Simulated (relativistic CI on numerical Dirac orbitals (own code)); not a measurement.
**Hyperfine structure of Eu11+, mass number 151**

Method of calculation: Dirac-Coulomb-Breit CI, separate exchange-only KLI orbitals for each configuration, model QED (radiative potential, 1s self-energy scaled to tabulated hydrogen-like ionisation energies), unscaled Slater integrals (own radial code, finite nucleus).

Configuration list (outside the closed core [Kr] 4d10): 4f4.5s2, 4f2.5s2.5p2, 4f3.5s2.5p, 4f4.5s.5p, 4f6, 4f2.5s2.5d2, 4f2.5s2.5p.6s, 4f3.5s2.6s, 4f2.5s2.5d.6s, 4f2.5s2.6s2. Levels of other configurations are missing.

Nuclear spin I = 5/2, μ = 3.4635 μN, Q = 0.903 b (tables of Stone and Pyykkö). The electronic factors are computed for point nuclear moments, without core polarisation or the Bohr-Weisskopf and QED corrections.

| Level | E (eV) | A (MHz) | B (MHz) |
| --- | --- | --- | --- |
| 4f4.5s2 5I_4 | 0.0000 | 1759 | -455 |
| 4f4.5s2 5I_5 | 0.2876 | 1381 | -428 |
| 4f4.5s2 5I_6 | 0.5998 | 1175 | -439 |
| 4f4.5s2 5I_7 | 0.9269 | 1060 | -473 |
| 4f4.5s2 5I_8 | 1.2621 | 998.7 | -524 |
| 4f4.5s2 5F_1 | 2.6634 | 3030 | 166 |
| 4f4.5s2 5F_2 | 2.7464 | 1507 | 186 |
| 4f4.5s2 5F_3 | 2.9117 | 1052 | 195 |

Levels with J = 0, under 50 % of one LS term, or S terms without an open s electron are left out. Small factors come from cancelling terms and can be off by tens of per cent or more.

At this charge transitions that keep the count of f electrons are usually good to a few per cent. Terms inside the open d or f shell come out 10 to 20 % too wide with unscaled integrals. Levels and lines within the n = 5 or 6 shells can be off by up to 10 % or somewhat more, and those that change n by about 2 %, since core polarisation is missing. Levels that differ in their count of f electrons can be misplaced by several ten thousand cm⁻¹, since the correlation energy of f electrons is missing or only estimated; rates across such gaps can be off by orders of magnitude.

Give the hyperfine levels of 4f4.5s2 5I_4 relative to its centre of gravity.

With K = F(F + 1) − I(I + 1) − J(J + 1), E = AK/2 + B[¾K(K + 1) − I(I + 1)J(J + 1)]/[2I(2I − 1)J(2J − 1)]: F = 3/2: -22210, F = 5/2: -17680, F = 7/2: -11380, F = 9/2: -3382, F = 11/2: 6263, F = 13/2: 17470 MHz.

LS names give the leading component of a level, which can be under half, so a name can repeat, a term be missing and a line seem to break the LS rules.
